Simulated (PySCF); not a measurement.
Compound: C9H15N.
Atom-mapped SMILES: `[CH2:1]=[CH:2]/[CH:3]=[C:4]([CH3:5])/[CH:6]=[CH:7]/[N:8]([CH3:9])[CH3:10]` (hydrogens: H11, H12 on C1; H13 on C2; H14 on C3; H15, H16, H17 on C5; H18 on C6; H19 on C7; H20, H21, H22 on C9; H23, H24, H25 on C10)

The calculation used PySCF, PBE0-D3(BJ)/def2-SVP geometry optimisation, gas phase.

(1) List the bond lengths, angles and torsions at this level.

## Answers

(1) 
```
                   bond  length (Å)
                  C1=C2       1.346
                  C2–C3       1.443
                  C3=C4       1.364
                  C4–C5       1.502
                  C4–C6       1.450
                  C6=C7       1.359
                  C7–N8       1.368
          N8–C9, N8–C10       1.437
                 C1–H11       1.095
                 C1–H12       1.092
                 C2–H13       1.095
                 C3–H14       1.097
 C5–H15, C5–H16, C5–H17       1.100
                 C6–H18       1.093
                 C7–H19       1.094
C9–H20 and 3 like bonds       1.100
        C9–H21, C10–H23       1.109
```

Bonds in one row agree within 0.01 Å and their mean is given. A selection of angles:
```
    angle  degrees
 C1–C2–C3    124.7
 C2–C3–C4    127.8
 C3–C4–C5    122.8
 C3–C4–C6    119.1
 C5–C4–C6    118.1
 C4–C6–C7    124.8
 C6–C7–N8    127.0
 C7–N8–C9    119.3
C9–N8–C10    117.2
```

Dihedral angles: C1–C2–C3–C4 180° (antiperiplanar); C2–C3–C4–C5 0° (synperiplanar); C3–C4–C6–C7 180° (antiperiplanar); C4–C6–C7–N8 176° (antiperiplanar); C6–C7–N8–C9 160° (antiperiplanar). The mirror-image conformer, all signs reversed, is as good.

The 6 C–C bonds span 1.346 Å (C1=C2, drawn double) to 1.502 Å (C4–C5, drawn single), a spread of 0.156 Å. N8 (enamine nitrogen) is almost planar (angles 119.6°, 119.3° and 117.2°, sum 356.1°, 0.16 Å off the plane of its three neighbours). Of the pairs four or more bonds apart, H13···H15 is among the closest relative to their van der Waals radii: 1.99 Å, 83 % of the sum of Bondi's values. The C–N distances run from 1.368 Å (C7–N8, drawn single) to 1.438 Å (N8–C9, drawn single), a spread of 0.070 Å.

Point group: C1 (no symmetry element, even within 0.4 Å). No PBE0-D3(BJ)/def2-SVP frequencies stand behind this structure, so it isn't proved a minimum. The numbers are those of one conformer.
